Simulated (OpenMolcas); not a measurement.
**Hf: the spin-orbit constant, worked from levels**

```
Program             : OpenMolcas 26.06
Basis               : ANO-R3 [9s7p7d4f3g1h]
Scalar Hamiltonian  : X2C, finite nucleus
Active space        : 4 electrons in 6 orbitals (5d 6s)
State averaging     : 2S+1 = 3 even, 55 roots; 2S+1 = 5 even, 10 roots kept (CI in the orbitals of an earlier block); 2S+1 = 1 even, 50 roots kept (CI in the orbitals of an earlier block)
Spin-orbit coupling : state interaction with AMFI integrals over the reference wave functions, term energies averaged over their components
```

Methods: CASSCF; MS-CASPT2, IPEA 0.25 Eh, imaginary shift 0.1 Eh (closed shells correlated: 5s 5p). Measured levels: NIST Handbook of Basic Atomic Spectroscopic Data.

**The spin-orbit constant.** For the Hund term ³F of d2, E(J) = (A/2) J(J+1) + constant and ζ = 2S·A = 2A. From J = 2 to J = 4 the energy changes by 7 A.

```json
{"Source": "CASSCF", "E(4) - E(2)": "4246.8", "A": "606.7", "ζ": "1213"}
{"Source": "MS-CASPT2", "E(4) - E(2)": "4490.4", "A": "641.5", "ζ": "1283"}
{"Source": "measured", "E(4) - E(2)": "4567.6", "A": "652.5", "ζ": "1305"}
```

All in cm-1. MS-CASPT2 is off by -1.7 % and CASSCF by -7.0 %. Both methods take the spin-orbit matrix elements from the reference wave functions, so the second can move ζ only through the term energies and any multistate remixing. Second-order mixing with other terms is absorbed into this ζ.

Term energies are means over components that CASPT2 splits; among the terms shown or strongly mixed into the levels shown the widest spread is 1400 cm-1 (5d² 6s² ³F, MS-CASPT2). Over all roots computed the reference weight is 0.85 to 0.93 in MS-CASPT2; the roots of lowest weight are the least certain, and an intruder state may touch them. Without dynamic correlation excited terms often stand tens of per cent too high (terms of higher spin than the ground term too low), and those without a measured partner can miss by more than the paired ones (holds for CASSCF). Measured partners are found by configuration, term and J. A level has none where our copy of the source lacks it or the pairing is in doubt (some pairs that miss far off the trend of their configuration count as doubtful), and it then counts in no deviation. Levels of configurations outside the active space are missing.
